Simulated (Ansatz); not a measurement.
A structure relaxed at PBE-D4/def2-SVP in Ansatz, charge 0, singlet:

```xyz
58

C    -5.0387    6.8446   -8.7859
Si   -3.2220    7.2015   -8.4024
C    -2.1932    7.1602   -9.9879
C    -3.0483    8.8739   -7.5387
C    -2.5829    5.8867   -7.2716
C    -2.1470    4.9937   -6.5317
C    -1.6502    3.9773   -5.6974
C    -0.9373    2.8244   -6.0448
C    -0.5967    2.0202   -4.9356
C    -1.0397    2.5352   -3.7125
C    -0.8738    1.9881   -2.3899
C    -1.3029    2.4954   -1.1608
C    -0.9573    1.6791   -0.0609
C    -0.2545    0.5256   -0.4201
C     0.2566   -0.5274    0.4175
C     0.9473   -1.6878    0.0572
C     1.2972   -2.5015    1.1577
C     0.8836   -1.9851    2.3884
C     1.0582   -2.5269    3.7120
C     0.6467   -1.9934    4.9382
C     0.9874   -2.7970    6.0478
C     1.6687   -3.9680    5.6977
C     2.1555   -4.9894    6.5319
C     2.5820   -5.8869    7.2717
Si    3.2053   -7.2085    8.4033
C     1.7526   -8.3075    8.9104
C     4.5079   -8.2198    7.4799
C     3.9617   -6.3776    9.9238
S     1.8807   -4.0524    3.9531
S     0.0470   -0.4612    2.1571
S    -0.0273    0.4697   -2.1578
S    -1.8924    4.0436   -3.9559
H    -5.6480    6.8426   -7.8595
H    -5.1554    5.8555   -9.2731
H    -5.4518    7.6164   -9.4685
H    -2.2708    6.1726  -10.4862
H    -2.5454    7.9341  -10.7013
H    -1.1226    7.3514   -9.7723
H    -3.6277    8.8962   -6.5936
H    -1.9882    9.0885   -7.2953
H    -3.4244    9.6888   -8.1917
H    -0.6807    2.5927   -7.0865
H    -0.0370    1.0774   -5.0107
H    -1.8557    3.4411   -1.0729
H    -1.2109    1.9155    0.9819
H     1.1879   -1.9318   -0.9869
H     1.8425   -3.4515    1.0692
H     0.1105   -1.0372    5.0153
H     0.7535   -2.5518    7.0918
H     0.9707   -7.7178    9.4303
H     1.2871   -8.7852    8.0247
H     2.0923   -9.1106    9.5972
H     5.3577   -7.5818    7.1637
H     4.9055   -9.0263    8.1305
H     4.0775   -8.6910    6.5731
H     3.2090   -5.7598   10.4544
H     4.8054   -5.7175    9.6380
H     4.3442   -7.1394   10.6347
```

Task: Give its formula, name or SMILES.

Result: `C[Si](C)(C)C#Cc1ccc(-c2ccc(-c3ccc(-c4ccc(C#C[Si](C)(C)C)s4)s3)s2)s1`.

Task: Summarise the bond lengths by kind (pairs closer than 1.2 times the sum of covalent radii, bridged metal pairs left out).

Result: 19 × C–C 1.24 to 1.44 Å; 8 × C–S 1.75 to 1.76 Å; 8 × C–Si 1.85 to 1.89 Å; 26 × C–H 1.10 to 1.11 Å.

Single mean-field runs in def2-SVP are fitted with def2-universal-jkfit.
